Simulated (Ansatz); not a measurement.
A short molecular-dynamics run on ClH₄N₂OTa, SMILES `[NH]=[Ta]([NH2])([OH])[Cl]`.

```yaml
crystal:
  periodic: [false, false, false]
  atoms:
    - {symbol: N, position_ang: [-0.280795, 1.564121, -0.628767]}
    - {symbol: Ta, position_ang: [-0.057629, -0.172486, -0.440416]}
    - {symbol: N, position_ang: [1.210336, -0.330416, 1.059091]}
    - {symbol: O, position_ang: [-1.692974, -1.038640, 0.009692]}
    - {symbol: Cl, position_ang: [0.821265, -1.121967, -2.380458]}
    - {symbol: H, position_ang: [-0.443386, 2.537653, -0.822431]}
    - {symbol: H, position_ang: [1.657555, 0.433578, 1.539818]}
    - {symbol: H, position_ang: [1.452005, -1.211789, 1.491375]}
    - {symbol: H, position_ang: [-2.577975, -0.706355, 0.154895]}
basis:
  gaussian: {orbitals: def2-SVP}
hamiltonian: {xc: {name: revPBE}, dispersion: d3bjatm}
md: {timestep: 0.5 fs, n_steps: 30, ensemble: nve, temperature: 500, initial_velocities: maxwell_boltzmann, seed: 75}
```

```sh
$ ansatz run in.yaml --threads 4 --pin off --events-out ev --progress --plain --max-ram 10444MiB
```

| step | time (fs) | potential energy (eV) | kinetic (eV) | T (K) | conserved (eV) |
| --- | --- | --- | --- | --- | --- |
| 0 | 0.0 | -19162.4694 | 0.4524 | 500 | -19162.0170 |
| 1 | 0.5 | -19162.4455 | 0.4292 | 474 | -19162.0163 |
| 2 | 1.0 | -19162.4174 | 0.4020 | 444 | -19162.0154 |
| 3 | 1.5 | -19162.3988 | 0.3839 | 424 | -19162.0149 |
| 4 | 2.0 | -19162.3977 | 0.3826 | 423 | -19162.0151 |
| 5 | 2.5 | -19162.4108 | 0.3948 | 436 | -19162.0159 |
| 6 | 3.0 | -19162.4252 | 0.4083 | 451 | -19162.0168 |
| 7 | 3.5 | -19162.4272 | 0.4099 | 453 | -19162.0172 |
| 8 | 4.0 | -19162.4101 | 0.3930 | 434 | -19162.0170 |
| 9 | 4.5 | -19162.3764 | 0.3600 | 398 | -19162.0164 |
| 10 | 5.0 | -19162.3350 | 0.3192 | 353 | -19162.0157 |
| 11 | 5.5 | -19162.2959 | 0.2807 | 310 | -19162.0152 |
| 12 | 6.0 | -19162.2671 | 0.2521 | 279 | -19162.0150 |
| 13 | 6.5 | -19162.2520 | 0.2370 | 262 | -19162.0151 |
| 14 | 7.0 | -19162.2498 | 0.2344 | 259 | -19162.0154 |
| 15 | 7.5 | -19162.2554 | 0.2396 | 265 | -19162.0158 |
| 16 | 8.0 | -19162.2620 | 0.2457 | 272 | -19162.0163 |
| 17 | 8.5 | -19162.2621 | 0.2454 | 271 | -19162.0167 |
| 18 | 9.0 | -19162.2506 | 0.2339 | 258 | -19162.0168 |
| 19 | 9.5 | -19162.2268 | 0.2103 | 232 | -19162.0165 |
| 20 | 10.0 | -19162.1959 | 0.1800 | 199 | -19162.0158 |
| 21 | 10.5 | -19162.1683 | 0.1532 | 169 | -19162.0151 |
| 22 | 11.0 | -19162.1555 | 0.1407 | 156 | -19162.0147 |
| 23 | 11.5 | -19162.1629 | 0.1479 | 163 | -19162.0150 |
| 24 | 12.0 | -19162.1857 | 0.1698 | 188 | -19162.0159 |
| 25 | 12.5 | -19162.2113 | 0.1947 | 215 | -19162.0166 |
| 26 | 13.0 | -19162.2277 | 0.2108 | 233 | -19162.0169 |
| 27 | 13.5 | -19162.2299 | 0.2132 | 236 | -19162.0166 |
| 28 | 14.0 | -19162.2209 | 0.2048 | 226 | -19162.0161 |
| 29 | 14.5 | -19162.2086 | 0.1931 | 213 | -19162.0156 |
| 30 | 15.0 | -19162.2013 | 0.1861 | 206 | -19162.0152 |

Velocities are drawn at the set temperature; a run this short doesn't reach equilibrium.

Frames (Å, forces in eV/Å):

```xyz
9
time=0.0 fs
N    -0.281    1.564   -0.629   -0.016    0.389    0.072
Ta   -0.058   -0.172   -0.440    0.245   -0.647   -0.120
N     1.210   -0.330    1.059   -0.201    0.124   -0.294
O    -1.693   -1.039    0.010    0.107   -0.511    0.071
Cl    0.821   -1.122   -2.380    0.203   -0.174   -0.419
H    -0.443    2.538   -0.822   -0.116    0.678   -0.149
H     1.658    0.434    1.540    0.358    0.514    0.389
H     1.452   -1.212    1.491    0.172   -0.613    0.317
H    -2.578   -0.706    0.155   -0.753    0.240    0.134
9
time=0.5 fs
N    -0.280    1.569   -0.626   -0.018    0.241    0.083
Ta   -0.057   -0.173   -0.440    0.217   -0.367   -0.264
N     1.207   -0.326    1.057   -0.503   -0.565   -0.593
O    -1.692   -1.039    0.008    0.363   -0.646    0.042
Cl    0.821   -1.123   -2.381    0.204   -0.175   -0.414
H    -0.451    2.544   -0.812   -0.095    0.582   -0.134
H     1.649    0.429    1.521    0.742    1.171    0.791
H     1.452   -1.206    1.492    0.164   -0.596    0.303
H    -2.566   -0.693    0.148   -1.074    0.354    0.186
9
time=1.0 fs
N    -0.278    1.574   -0.623   -0.035    0.166    0.080
Ta   -0.057   -0.174   -0.440    0.186   -0.089   -0.407
N     1.204   -0.322    1.054   -0.728   -1.217   -0.782
O    -1.691   -1.039    0.007    0.459   -0.730    0.041
Cl    0.820   -1.123   -2.381    0.205   -0.176   -0.409
H    -0.459    2.552   -0.803   -0.061    0.418   -0.107
H     1.643    0.427    1.503    1.068    1.723    1.114
H     1.453   -1.201    1.492    0.140   -0.512    0.259
H    -2.557   -0.680    0.142   -1.234    0.417    0.210
9
time=1.5 fs
N    -0.277    1.578   -0.620   -0.063    0.144    0.070
Ta   -0.057   -0.175   -0.440    0.152    0.186   -0.552
N     1.200   -0.318    1.052   -0.807   -1.692   -0.799
O    -1.689   -1.039    0.005    0.364   -0.742    0.070
Cl    0.820   -1.124   -2.382    0.206   -0.177   -0.404
H    -0.466    2.562   -0.793   -0.015    0.208   -0.074
H     1.639    0.429    1.489    1.263    2.042    1.292
H     1.454   -1.198    1.494    0.104   -0.375    0.194
H    -2.551   -0.665    0.136   -1.204    0.405    0.203
9
time=2.0 fs
N    -0.276    1.583   -0.617   -0.099    0.148    0.056
Ta   -0.057   -0.175   -0.439    0.113    0.458   -0.696
N     1.197   -0.315    1.049   -0.692   -1.881   -0.614
O    -1.688   -1.039    0.004    0.091   -0.676    0.125
Cl    0.820   -1.125   -2.382    0.207   -0.179   -0.399
H    -0.474    2.571   -0.784    0.037   -0.022   -0.041
H     1.638    0.436    1.477    1.274    2.043    1.282
H     1.455   -1.196    1.496    0.062   -0.205    0.117
H    -2.548   -0.649    0.131   -0.995    0.314    0.170
9
time=2.5 fs
N    -0.275    1.588   -0.614   -0.137    0.151    0.044
Ta   -0.057   -0.176   -0.439    0.071    0.727   -0.840
N     1.193   -0.312    1.046   -0.386   -1.761   -0.247
O    -1.686   -1.039    0.002   -0.310   -0.544    0.197
Cl    0.819   -1.125   -2.382    0.209   -0.180   -0.395
H    -0.482    2.581   -0.774    0.090   -0.245   -0.012
H     1.641    0.448    1.469    1.099    1.722    1.096
H     1.456   -1.194    1.498    0.018   -0.025    0.037
H    -2.547   -0.633    0.126   -0.654    0.156    0.119
9
time=3.0 fs
N    -0.274    1.593   -0.611   -0.172    0.132    0.036
Ta   -0.057   -0.177   -0.439    0.024    0.991   -0.982
N     1.189   -0.309    1.044    0.060   -1.392    0.237
O    -1.685   -1.040    0.001   -0.772   -0.369    0.274
Cl    0.819   -1.126   -2.383    0.210   -0.182   -0.391
H    -0.490    2.590   -0.765    0.140   -0.440    0.010
H     1.645    0.464    1.463    0.781    1.159    0.789
H     1.458   -1.192    1.501   -0.022    0.146   -0.036
H    -2.548   -0.616    0.121   -0.250   -0.045    0.062
9
time=3.5 fs
N    -0.272    1.598   -0.608   -0.200    0.073    0.035
Ta   -0.057   -0.177   -0.439   -0.026    1.251   -1.120
N     1.185   -0.306    1.041    0.569   -0.886    0.756
O    -1.684   -1.040   -0.001   -1.227   -0.181    0.347
Cl    0.819   -1.127   -2.384    0.211   -0.183   -0.387
H    -0.497    2.598   -0.756    0.183   -0.589    0.023
H     1.652    0.483    1.459    0.394    0.482    0.435
H     1.459   -1.190    1.503   -0.055    0.291   -0.097
H    -2.549   -0.599    0.117    0.152   -0.258    0.008
9
time=4.0 fs
N    -0.271    1.603   -0.605   -0.217   -0.038    0.042
Ta   -0.056   -0.178   -0.439   -0.080    1.503   -1.251
N     1.182   -0.304    1.038    1.066   -0.347    1.240
O    -1.683   -1.041   -0.002   -1.623   -0.004    0.407
Cl    0.818   -1.128   -2.384    0.212   -0.184   -0.382
H    -0.504    2.604   -0.747    0.213   -0.681    0.026
H     1.660    0.503    1.456    0.005   -0.192    0.096
H     1.461   -1.187    1.505   -0.078    0.401   -0.142
H    -2.550   -0.583    0.112    0.502   -0.458   -0.036
9
time=4.5 fs
N    -0.270    1.608   -0.602   -0.221   -0.207    0.055
Ta   -0.056   -0.178   -0.439   -0.134    1.747   -1.375
N     1.178   -0.301    1.036    1.502    0.149    1.645
O    -1.682   -1.041   -0.003   -1.926    0.142    0.452
Cl    0.818   -1.128   -2.385    0.213   -0.184   -0.376
H    -0.510    2.609   -0.737    0.230   -0.711    0.020
H     1.668    0.522    1.453   -0.338   -0.781   -0.189
H     1.462   -1.183    1.507   -0.090    0.468   -0.166
H    -2.550   -0.568    0.108    0.765   -0.623   -0.066
9
time=5.0 fs
N    -0.269    1.612   -0.599   -0.210   -0.434    0.075
Ta   -0.056   -0.179   -0.438   -0.189    1.978   -1.488
N     1.175   -0.299    1.034    1.850    0.568    1.952
O    -1.682   -1.042   -0.004   -2.119    0.245    0.479
Cl    0.818   -1.129   -2.385    0.213   -0.184   -0.369
H    -0.516    2.612   -0.728    0.230   -0.677    0.006
H     1.674    0.540    1.450   -0.612   -1.246   -0.404
H     1.462   -1.179    1.508   -0.090    0.489   -0.169
H    -2.548   -0.555    0.103    0.926   -0.739   -0.081
9
time=5.5 fs
N    -0.268    1.617   -0.596   -0.184   -0.715    0.099
Ta   -0.056   -0.180   -0.438   -0.243    2.196   -1.590
N     1.172   -0.296    1.032    2.101    0.896    2.155
O    -1.681   -1.042   -0.005   -2.192    0.296    0.489
Cl    0.818   -1.130   -2.386    0.212   -0.182   -0.361
H    -0.521    2.614   -0.719    0.215   -0.584   -0.014
H     1.680    0.554    1.446   -0.807   -1.572   -0.547
H     1.463   -1.172    1.509   -0.078    0.464   -0.151
H    -2.544   -0.543    0.098    0.976   -0.799   -0.082
9
time=6.0 fs
N    -0.267    1.622   -0.593   -0.143   -1.040    0.127
Ta   -0.056   -0.180   -0.438   -0.296    2.396   -1.679
N     1.169   -0.293    1.030    2.253    1.132    2.261
O    -1.682   -1.043   -0.007   -2.148    0.291    0.483
Cl    0.817   -1.131   -2.386    0.211   -0.179   -0.351
H    -0.526    2.614   -0.709    0.185   -0.438   -0.038
H     1.683    0.565    1.441   -0.925   -1.761   -0.621
H     1.463   -1.165    1.509   -0.054    0.396   -0.114
H    -2.537   -0.533    0.093    0.916   -0.797   -0.069
9
time=6.5 fs
N    -0.266    1.626   -0.590   -0.090   -1.395    0.156
Ta   -0.056   -0.181   -0.438   -0.345    2.578   -1.754
N     1.167   -0.290    1.029    2.310    1.276    2.276
O    -1.682   -1.043   -0.007   -1.988    0.227    0.463
Cl    0.817   -1.131   -2.387    0.209   -0.175   -0.340
H    -0.530    2.613   -0.700    0.143   -0.254   -0.065
H     1.685    0.572    1.434   -0.966   -1.817   -0.633
H     1.464   -1.157    1.510   -0.021    0.289   -0.059
H    -2.528   -0.525    0.088    0.748   -0.729   -0.043
9
time=7.0 fs
N    -0.266    1.631   -0.587   -0.030   -1.759    0.183
Ta   -0.055   -0.181   -0.438   -0.391    2.738   -1.814
N     1.165   -0.287    1.029    2.275    1.319    2.208
O    -1.683   -1.044   -0.008   -1.723    0.104    0.430
Cl    0.817   -1.132   -2.388    0.206   -0.170   -0.328
H    -0.534    2.612   -0.691    0.092   -0.049   -0.092
H     1.683    0.574    1.425   -0.931   -1.739   -0.586
H     1.464   -1.148    1.510    0.019    0.154    0.008
H    -2.517   -0.519    0.082    0.483   -0.598   -0.008
9
time=7.5 fs
N    -0.265    1.635   -0.584    0.031   -2.108    0.206
Ta   -0.055   -0.182   -0.438   -0.432    2.876   -1.860
N     1.164   -0.284    1.028    2.148    1.247    2.063
O    -1.684   -1.044   -0.009   -1.372   -0.072    0.388
Cl    0.817   -1.133   -2.389    0.204   -0.164   -0.315
H    -0.537    2.610   -0.682    0.040    0.153   -0.116
H     1.680    0.573    1.415   -0.818   -1.526   -0.482
H     1.464   -1.139    1.510    0.062    0.001    0.081
H    -2.506   -0.514    0.077    0.138   -0.408    0.034
9
time=8.0 fs
N    -0.264    1.638   -0.581    0.085   -2.413    0.223
Ta   -0.055   -0.182   -0.438   -0.468    2.990   -1.891
N     1.163   -0.280    1.028    1.929    1.039    1.849
O    -1.685   -1.044   -0.010   -0.964   -0.286    0.341
Cl    0.817   -1.134   -2.389    0.200   -0.158   -0.302
H    -0.541    2.609   -0.673   -0.007    0.327   -0.134
H     1.675    0.567    1.404   -0.621   -1.171   -0.319
H     1.465   -1.130    1.510    0.104   -0.154    0.154
H    -2.494   -0.510    0.072   -0.258   -0.175    0.079
9
time=8.5 fs
N    -0.263    1.641   -0.578    0.125   -2.649    0.231
Ta   -0.055   -0.182   -0.438   -0.499    3.082   -1.909
N     1.162   -0.277    1.029    1.622    0.678    1.577
O    -1.686   -1.045   -0.011   -0.546   -0.514    0.296
Cl    0.816   -1.135   -2.390    0.197   -0.151   -0.289
H    -0.545    2.608   -0.665   -0.041    0.449   -0.146
H     1.668    0.559    1.393   -0.338   -0.672   -0.099
H     1.465   -1.121    1.511    0.139   -0.296    0.217
H    -2.482   -0.507    0.067   -0.659    0.073    0.121
9
time=9.0 fs
N    -0.262    1.644   -0.575    0.144   -2.798    0.230
Ta   -0.055   -0.183   -0.438   -0.525    3.150   -1.913
N     1.162   -0.273    1.029    1.238    0.161    1.264
O    -1.688   -1.045   -0.011   -0.175   -0.718    0.257
Cl    0.816   -1.136   -2.391    0.193   -0.143   -0.275
H    -0.548    2.609   -0.657   -0.055    0.501   -0.150
H     1.661    0.549    1.381    0.025   -0.044    0.168
H     1.467   -1.113    1.512    0.164   -0.410    0.264
H    -2.472   -0.503    0.062   -1.008    0.299    0.156
9
time=9.5 fs
N    -0.261    1.646   -0.572    0.139   -2.849    0.219
Ta   -0.055   -0.183   -0.438   -0.547    3.198   -1.904
N     1.162   -0.269    1.030    0.807   -0.480    0.938
O    -1.689   -1.046   -0.012    0.089   -0.857    0.229
Cl    0.816   -1.137   -2.392    0.190   -0.136   -0.262
H    -0.552    2.611   -0.649   -0.047    0.475   -0.148
H     1.653    0.539    1.369    0.441    0.669    0.462
H     1.468   -1.106    1.514    0.176   -0.483    0.289
H    -2.465   -0.499    0.057   -1.247    0.461    0.178
9
time=10.0 fs
N    -0.260    1.648   -0.568    0.109   -2.806    0.201
Ta   -0.055   -0.183   -0.438   -0.564    3.226   -1.885
N     1.162   -0.265    1.031    0.384   -1.164    0.640
O    -1.691   -1.046   -0.013    0.202   -0.896    0.217
Cl    0.816   -1.137   -2.392    0.186   -0.128   -0.250
H    -0.556    2.614   -0.642   -0.016    0.375   -0.139
H     1.647    0.530    1.359    0.859    1.378    0.745
H     1.470   -1.100    1.516    0.172   -0.508    0.289
H    -2.460   -0.494    0.053   -1.331    0.523    0.184
9
time=10.5 fs
N    -0.259    1.649   -0.565    0.058   -2.685    0.177
Ta   -0.055   -0.183   -0.438   -0.579    3.237   -1.857
N     1.162   -0.261    1.032    0.046   -1.764    0.422
O    -1.692   -1.047   -0.013    0.150   -0.821    0.218
Cl    0.816   -1.138   -2.393    0.183   -0.120   -0.239
H    -0.560    2.618   -0.635    0.034    0.216   -0.128
H     1.643    0.525    1.350    1.201    1.952    0.967
H     1.472   -1.095    1.520    0.155   -0.483    0.265
H    -2.459   -0.487    0.050   -1.247    0.468    0.174
9
time=11.0 fs
N    -0.258    1.650   -0.562   -0.007   -2.508    0.148
Ta   -0.054   -0.183   -0.438   -0.592    3.232   -1.820
N     1.162   -0.258    1.034   -0.127   -2.141    0.332
O    -1.694   -1.048   -0.014   -0.047   -0.640    0.231
Cl    0.816   -1.139   -2.394    0.179   -0.113   -0.229
H    -0.564    2.622   -0.629    0.097    0.019   -0.114
H     1.641    0.525    1.344    1.385    2.260    1.077
H     1.475   -1.091    1.524    0.127   -0.416    0.221
H    -2.461   -0.479    0.046   -1.015    0.307    0.153
9
time=11.5 fs
N    -0.257    1.650   -0.558   -0.079   -2.302    0.118
Ta   -0.054   -0.184   -0.439   -0.603    3.212   -1.775
N     1.162   -0.255    1.035   -0.086   -2.203    0.391
O    -1.695   -1.049   -0.014   -0.340   -0.386    0.249
Cl    0.816   -1.140   -2.395    0.176   -0.106   -0.220
H    -0.568    2.626   -0.622    0.164   -0.188   -0.102
H     1.643    0.530    1.340    1.360    2.216    1.050
H     1.478   -1.089    1.528    0.092   -0.315    0.163
H    -2.465   -0.471    0.044   -0.683    0.071    0.126
9
time=12.0 fs
N    -0.256    1.650   -0.555   -0.151   -2.093    0.088
Ta   -0.054   -0.184   -0.439   -0.613    3.179   -1.724
N     1.162   -0.252    1.036    0.158   -1.946    0.579
O    -1.697   -1.050   -0.015   -0.671   -0.098    0.267
Cl    0.815   -1.141   -2.396    0.173   -0.099   -0.212
H    -0.571    2.630   -0.616    0.229   -0.384   -0.091
H     1.648    0.540    1.339    1.132    1.833    0.898
H     1.481   -1.087    1.533    0.054   -0.195    0.098
H    -2.470   -0.462    0.041   -0.311   -0.198    0.096
9
time=12.5 fs
N    -0.255    1.650   -0.552   -0.216   -1.902    0.058
Ta   -0.054   -0.184   -0.439   -0.619    3.134   -1.664
N     1.162   -0.250    1.038    0.541   -1.458    0.847
O    -1.698   -1.051   -0.015   -0.984    0.185    0.281
Cl    0.815   -1.142   -2.397    0.169   -0.092   -0.204
H    -0.574    2.633   -0.610    0.284   -0.548   -0.083
H     1.656    0.555    1.339    0.759    1.210    0.662
H     1.484   -1.085    1.538    0.017   -0.068    0.032
H    -2.477   -0.454    0.039    0.048   -0.461    0.070
9
time=13.0 fs
N    -0.254    1.649   -0.548   -0.269   -1.747    0.031
Ta   -0.054   -0.184   -0.439   -0.621    3.076   -1.596
N     1.162   -0.248    1.039    0.977   -0.863    1.135
O    -1.700   -1.053   -0.016   -1.241    0.432    0.288
Cl    0.815   -1.143   -2.398    0.166   -0.084   -0.196
H    -0.576    2.635   -0.605    0.325   -0.664   -0.078
H     1.665    0.572    1.342    0.325    0.484    0.396
H     1.487   -1.084    1.543   -0.016    0.053   -0.029
H    -2.483   -0.447    0.037    0.353   -0.687    0.049
9
time=13.5 fs
N    -0.253    1.648   -0.545   -0.305   -1.638    0.006
Ta   -0.054   -0.184   -0.440   -0.619    3.006   -1.519
N     1.162   -0.246    1.041    1.388   -0.271    1.391
O    -1.702   -1.054   -0.016   -1.415    0.625    0.288
Cl    0.815   -1.144   -2.399    0.162   -0.076   -0.188
H    -0.577    2.635   -0.599    0.348   -0.725   -0.077
H     1.676    0.591    1.345   -0.097   -0.223    0.145
H     1.491   -1.083    1.548   -0.042    0.159   -0.081
H    -2.489   -0.442    0.035    0.580   -0.856    0.035
9
time=14.0 fs
N    -0.252    1.647   -0.541   -0.324   -1.581   -0.017
Ta   -0.054   -0.183   -0.440   -0.611    2.923   -1.432
N     1.163   -0.245    1.043    1.725    0.247    1.585
O    -1.704   -1.055   -0.016   -1.493    0.752    0.278
Cl    0.815   -1.145   -2.399    0.158   -0.068   -0.179
H    -0.577    2.634   -0.594    0.352   -0.725   -0.079
H     1.686    0.609    1.349   -0.460   -0.832   -0.066
H     1.494   -1.081    1.553   -0.061    0.240   -0.119
H    -2.493   -0.438    0.033    0.714   -0.956    0.029
9
time=14.5 fs
N    -0.251    1.645   -0.538   -0.324   -1.578   -0.037
Ta   -0.054   -0.183   -0.440   -0.597    2.826   -1.335
N     1.163   -0.243    1.045    1.963    0.660    1.703
O    -1.706   -1.055   -0.017   -1.470    0.809    0.261
Cl    0.815   -1.146   -2.400    0.153   -0.058   -0.170
H    -0.577    2.630   -0.589    0.336   -0.663   -0.083
H     1.695    0.625    1.353   -0.741   -1.305   -0.225
H     1.497   -1.079    1.557   -0.070    0.292   -0.142
H    -2.495   -0.437    0.031    0.750   -0.982    0.029
9
time=15.0 fs
N    -0.251    1.643   -0.535   -0.306   -1.625   -0.055
Ta   -0.054   -0.183   -0.440   -0.577    2.715   -1.229
N     1.165   -0.241    1.048    2.098    0.960    1.744
O    -1.709   -1.056   -0.017   -1.346    0.794    0.236
Cl    0.815   -1.147   -2.401    0.148   -0.048   -0.160
H    -0.576    2.625   -0.584    0.301   -0.543   -0.090
H     1.702    0.638    1.356   -0.936   -1.632   -0.331
H     1.500   -1.076    1.562   -0.069    0.312   -0.149
H    -2.496   -0.439    0.029    0.687   -0.933    0.036
```

It took 32 s on 4 threads of an Intel Xeon Platinum 8488C on a shared host, with 0.18 GiB of host memory at the peak.
